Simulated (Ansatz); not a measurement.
A nudged elastic band was laid between two geometries of C2H6GeO2 (11 atoms, charge 0, multiplicity 1).

Theory: RKS PBE/def2-SVP in Ansatz.

```
movable images  : 5
climbing image  : yes
spring          : 5.0 eV/Å²
optimiser       : quadratic models (default)
start path      : through a guess of the saddle point
force threshold : 0.03 eV/Å
iteration limit : 60
end points      : relaxed
```

Initial state:

```xyz
11
Properties=species:S:1:pos:R:3
C -1.082 0.255 1.297
Ge 0.708 -0.188 0.620
C 0.724 -0.305 -1.389
O 1.549 -0.902 -2.050
O -0.300 0.399 -1.944
H -1.443 1.184 0.816
H -1.791 -0.562 1.062
H -1.058 0.401 2.394
H 1.215 -1.556 1.142
H 1.738 0.913 0.993
H -0.194 0.304 -2.921
```

Final state:

```xyz
11
Properties=species:S:1:pos:R:3
C -1.083 0.235 1.426
Ge 0.633 -0.164 0.568
C 0.314 0.036 -1.408
O 1.185 -0.674 -2.168
O -0.558 0.740 -1.880
H -1.512 1.138 0.951
H -1.787 -0.607 1.283
H -0.954 0.416 2.511
H 1.162 -1.585 0.895
H 1.716 0.883 0.949
H 0.948 -0.477 -3.107
```

**Question.** What changes between the two ends?

**Answer.** Bonds broken: O5–H11. Bonds formed: O4–H11.

**Question.** What energy profile does the band end with?

**Answer.** The run converged. The highest image is number 3 of 0 to 6, 113.2 kJ/mol above the first end and 115.0 kJ/mol above the last; the last end lies 1.8 kJ/mol below the first. A vibrational analysis at the climbing image gives one clearly imaginary mode, 1669i cm⁻¹: a first-order saddle point. The orbitals stay closed-shell, which can raise the energy where a bond breaks towards radicals; this wasn't checked here.

```json
{"image": "0", "path coordinate (Å)": "0.00", "energy (kJ/mol)": "0.0", "O5–H11 (Å)": "0.99", "O4–H11 (Å)": "2.29"}
{"image": "1", "path coordinate (Å)": "0.34", "energy (kJ/mol)": "3.7", "O5–H11 (Å)": "0.99", "O4–H11 (Å)": "2.15"}
{"image": "2", "path coordinate (Å)": "0.69", "energy (kJ/mol)": "46.6", "O5–H11 (Å)": "1.04", "O4–H11 (Å)": "1.72"}
{"image": "3", "path coordinate (Å)": "1.03", "energy (kJ/mol)": "113.2", "O5–H11 (Å)": "1.32", "O4–H11 (Å)": "1.33"}
{"image": "4", "path coordinate (Å)": "1.38", "energy (kJ/mol)": "45.0", "O5–H11 (Å)": "1.73", "O4–H11 (Å)": "1.05"}
{"image": "5", "path coordinate (Å)": "1.73", "energy (kJ/mol)": "2.0", "O5–H11 (Å)": "2.15", "O4–H11 (Å)": "0.99"}
{"image": "6", "path coordinate (Å)": "2.07", "energy (kJ/mol)": "-1.8", "O5–H11 (Å)": "2.29", "O4–H11 (Å)": "0.99"}
```

**Question.** What is the geometry of the highest image?

**Answer.** 
```xyz
11
Properties=species:S:1:pos:R:3:forces:R:3
C -1.093 0.240 1.354 0.00 0.00 0.00
Ge 0.678 -0.159 0.621 0.00 0.00 0.00
C 0.528 -0.150 -1.367 0.00 0.01 -0.01
O 1.261 -0.814 -2.180 0.00 0.00 0.01
O -0.329 0.565 -2.002 0.00 -0.01 0.01
H -1.485 1.160 0.879 0.00 0.00 0.00
H -1.790 -0.593 1.140 0.00 0.00 0.00
H -1.039 0.390 2.449 0.00 0.00 0.00
H 1.221 -1.544 1.048 0.00 0.00 0.00
H 1.713 0.944 0.964 0.00 0.00 0.00
H 0.399 -0.095 -2.886 0.00 0.00 -0.01
```

**Question.** What are the harmonic wavenumbers there?

**Answer.** 1669i, 20, 106, 118, 241, 345, 363, 460, 595, 644, 681, 810, 837, 845, 918, 1150, 1210, 1382, 1383, 1388, 1582, 2062, 2091, 2106, 2993, 3102, 3105 cm⁻¹.

Run time: 2.2 min on 2 threads of Intel(R) Xeon(R) CPU @ 2.60GHz (Ice Lake), with other jobs on the host, peak memory 0.18 GiB.
